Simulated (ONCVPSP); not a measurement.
# oxygen (O): ONCV pseudisation with LDA (Perdew-Wang 92), fully relativistic reference atom.

| Item | Value |
| --- | --- |
| Element | O |
| Generator | ONCVPSP 4.0.1 |
| Type | optimised norm-conserving Vanderbilt (ONCV) |
| Functional | LDA (Perdew-Wang 92) |
| Relativity | fully relativistic |
| Frozen core | [He] |
| Valence charge | 6 |
| Reference configuration | 2s2 2p4 |
| Partial waves | 2s: rc 0.90 bohr, ncon 4, nbas 9, qcut 6 1/bohr, local; 2p: rc 1.95 bohr, ncon 4, nbas 7, qcut 7.4 1/bohr, 3 projectors, debl 3.8 Ha; d scattering state at 0.08 Ha: rc 1.55 bohr, ncon 3, nbas 7, qcut 5.5 1/bohr, 2 projectors, debl 2.4 Ha |
| Local potential | the s channel |
| Core correction | none |

Open shells are filled in proportion to 2j + 1.

All-electron outer shells of the reference configuration (LDA (PZ), scalar-relativistic, ld1.x):

```json
{"shell": "1s", "level (eV)": "-510.89", "outermost node (bohr)": "–", "outermost maximum (bohr)": "0.13"}
{"shell": "2s", "level (eV)": "-23.75", "outermost node (bohr)": "0.28", "outermost maximum (bohr)": "0.88"}
{"shell": "2p", "level (eV)": "-9.20", "outermost node (bohr)": "–", "outermost maximum (bohr)": "0.82"}
```

Results:

| Item | Value |
| --- | --- |
| Cutoffs needed | 184 Ha and 292 Ha (the cutoffs (Ha) at which the residual kinetic energy of the hardest occupied pseudo-wave falls to 1 and 0.1 mHa per electron) |
| Ghost test | no bound ghost flagged; no localised positive-energy state flagged |
| Largest excitation error | +2446 meV (all-electron minus pseudo) for 2s2 2p1, out of 4 test configurations |

Generation and tests took about 4.8 s on one core of a shared server CPU.
